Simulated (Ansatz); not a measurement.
# Two structures, one formula

The two ends of one reaction step of SiNH$_{4}$F$_{3}$, closed shell (PBE0-D4/def2-TZVP).

A:

| atom | x (Å) | y (Å) | z (Å) |
| --- | --- | --- | --- |
| Si1 | -0.6547 | -0.7066 | -0.2687 |
| H2 | 0.5633 | -1.4687 | -0.5857 |
| F3 | -1.7477 | -1.8081 | -0.6866 |
| F4 | -1.0824 | -0.5135 | 1.2601 |
| F5 | -1.1178 | 0.4721 | -1.2452 |
| H6 | 1.4373 | 0.4810 | 1.0520 |
| N7 | 0.8339 | 0.8150 | 0.3088 |
| H8 | 0.3547 | 1.6442 | 0.6433 |
| H9 | 1.4135 | 1.0845 | -0.4782 |

B:

```xyz
9
angstrom
Si -1.1386 0.2398 -0.4271
H 2.2419 -1.9743 1.2639
F -1.0548 -0.9338 -1.4721
F -1.8057 -0.2642 0.9062
F -2.1424 1.2919 -1.0402
H 1.8031 -1.4424 0.9756
N 0.4027 0.8049 -0.0995
H 0.6036 1.3561 0.7173
H 1.0903 0.9220 -0.8240
```

Computed with Ansatz 0.2.0 (basis: def2-TZVPP); correlated methods freeze the cores. B3LYP uses VWN-RPA correlation.

**Question.** Which structure is lower at CCSD(T), and by how much? (An estimate is asked for; the value comes from the calculation.)

**Answer.** By the calculation: B, by 25.9 kJ/mol (electronic energy, against the other). By their contacts, A is SiNH₄F₃ ([NH3][SiH]([F])([F])[F]) and B is a complex of SiNH₂F₃ ([NH2][Si]([F])([F])[F]) + H₂.

**Question.** Do the other methods give the same order? (A judgement: the text doesn't fix the answer.)

**Answer.** By the calculation: Not all: SPW92 gives the other order.

```
      method  E(B) − E(A) (kJ/mol)
       SPW92                   0.4
      PBE-D4                 -17.8
     BLYP-D4                 -30.3
   r2SCAN-D4                 -23.8
      B97M-V                 -26.0
     PBE0-D4                 -19.1
    B3LYP-D4                 -29.1
  r2SCAN0-D4                 -23.7
    BHLYP-D4                 -28.8
CAM-B3LYP-D4                 -25.9
     wB97X-V                 -21.9
     wB97M-V                 -22.9
      B2PLYP                 -29.0
    PBE-QIDH                 -22.4
  RPA on PBE                 -24.3
          HF                 -42.9
         MP2                 -29.8
        CCSD                 -27.2
     CCSD(T)                 -25.9
```

The T1 diagnostic stays at or below 0.011.

Labels in which every atom is bracketed show which atoms are joined, not bond orders.

For scale, one of the runs: CCSD(T)/def2-TZVPP, 222 basis functions (an equivalent command: `ansatz run in.yaml --threads 4`). Time: 2.1 min of wall clock on 4 CPU threads; the host was shared. Peak host memory: 3.8 GiB.
